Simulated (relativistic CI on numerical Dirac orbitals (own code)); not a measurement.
Calculated at this level of theory: Dirac-Coulomb-Breit CI, orbitals from a KLI potential per configuration, model QED (radiative potential, 1s self-energy scaled to tabulated hydrogen-like ionisation energies), unscaled Slater integrals (own radial code, finite nucleus).

CI space (outside the closed core 1s2): 2s²2p³, 2s2p⁴, 2p⁵, 2p⁴3s, 2p⁴3p, 2p⁴3d, 2s²2p²3s, 2s²2p²3p, 2s²2p²3d, 2s2p³3s, 2s2p³3p, 2s2p³3d, 2s²2p²4s, 2s²2p²4p, 2s²2p²4d, 2s²2p²4f, 2s2p³4s, 2s²2p3s², 2s2p³4p, 2s2p³4d, 2s2p³4f, 2s²2p3s3p, 2s²2p²5s, 2s²2p3s3d, 2s²2p²5p, 2s²2p3p², 2s²2p²5d, 2s²2p²5f, 2s²2p²5g, 2s²2p3p3d, 2s2p²3s², 2s²2p3d², 2s2p²3s3p, 2s2p²3s3d, 2s2p²3p², 2s2p³5s. Levels of other configurations are missing.

At this charge energies of transitions that change n are usually good to better than 1 %, and those within a shell (Δn = 0) to a few per cent.

Outline of the computed level scheme of Gd LVIII. Lowest level of each configuration: 2s²2p³ ²P°3/2 at 0.00 eV; 2s2p⁴ ⁴P5/2 at 985.65 eV; 2p⁵ ²P°3/2 at 2122.73 eV; 2s²2p²3s ⁴P1/2 at 6538.61 eV; 2s²2p²3p ²P°1/2 at 6623.10 eV; 2s²2p²3d ²D3/2 at 6923.54 eV; 2s2p³3s ⁴P°5/2 at 7494.92 eV; 2s2p³3p ⁴P3/2 at 7590.13 eV.

Some strong electric-dipole decays among the lowest 45 levels: 2s²2p²3d ²D5/2 → 2s²2p³ ²P°3/2 (7.7e+14 s⁻¹); 2s2p³3p ²D5/2 → 2s²2p³ ²P°3/2 (3.5e+14 s⁻¹); 2s²2p²3d ⁴F3/2 → 2s²2p³ ²P°3/2 (1.8e+14 s⁻¹); 2s²2p²3d ²D3/2 → 2s²2p³ ²P°3/2 (1.4e+14 s⁻¹); 2s2p³3p ⁴P3/2 → 2s²2p³ ²P°3/2 (1.4e+14 s⁻¹); 2s²2p²3s ⁴P1/2 → 2s²2p³ ²P°3/2 (1.1e+14 s⁻¹); 2s²2p²3s ²P1/2 → 2s²2p³ ⁴S°3/2 (9.6e+13 s⁻¹); 2s2p³3s ²P°3/2 → 2s2p⁴ ⁴P5/2 (8.6e+13 s⁻¹).

LS names give the leading component of a level, which can be under half, so a name can repeat, a term be missing and a line seem to break the LS rules.
